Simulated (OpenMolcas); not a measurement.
## Cr4+: moving the ligands

Cr4+ with 4 ligands (chloride) in tetrahedral coordination (Td) at 2.17 Å. Ligand basis ANO-RCC-VDZP.

```yaml
Program: OpenMolcas 26.06
Method: CASSCF
Basis: ANO-RCC-VDZP [5s4p2d1f]
Scalar_Hamiltonian: DKH2, point nucleus
Active_space: 2 electrons in 5 orbitals (3d)
State_averaging: 2S+1 = 3 even, 10 roots; 2S+1 = 1 even, 15 roots
Spin-orbit_coupling: state interaction with AMFI integrals over the reference wave functions
```

Runs around this geometry, states (labels of Td). Energies in cm-1 above the lowest state or level, χT in cm3 K/mol.

| R (Å) | Ground state | First state of that spin | First gap with spin-orbit (degeneracies) | χT at 300 K | First state of another spin |
| --- | --- | --- | --- | --- | --- |
| 2.07 | 3A2 | 3T2 9670 | 9641 (3, 1) | 0.968 | 1E 13771 |
| 2.17 | 3A2 | 3T2 8422 | 8383 (3, 1) | 0.960 | 1E 14207 |
| 2.31 | 3A2 | 3T2 7090 | 7045 (3, 1) | 0.951 | 1E 14715 |

Taking the first state of the same spin as R^-n, n = -ln(7090 / 9670) / ln(2.31 / 2.07) = 2.8 between the shortest and longest distance.

Without dynamic correlation the repulsion within the d shell is too large (B by tens of per cent), so at a given field states of lower spin stand too high. Ligand-to-metal charge-transfer states are missing. With no ligand orbital active B as a rule stays too high, so bands that hang on it stand too high and its fall with covalency is understated. With metal d orbitals alone and no dynamic correlation the field as a rule comes out too small, by tens of per cent, by up to half for chloride and softer ligands. The least metal-like active orbital is 74 % on the metal (Löwdin) and no ligand orbital is active, so the numbers are rough (holds for R = 2.07). The least metal-like active orbital is 76 % on the metal (Löwdin) and no ligand orbital is active, so the numbers are rough (holds for R = 2.17). The least metal-like active orbital is 77 % on the metal (Löwdin) and no ligand orbital is active, so the numbers are rough (holds for R = 2.31). No measured value stands beside these numbers; the geometry is a model, was not optimised and need not be the one that this ion takes.
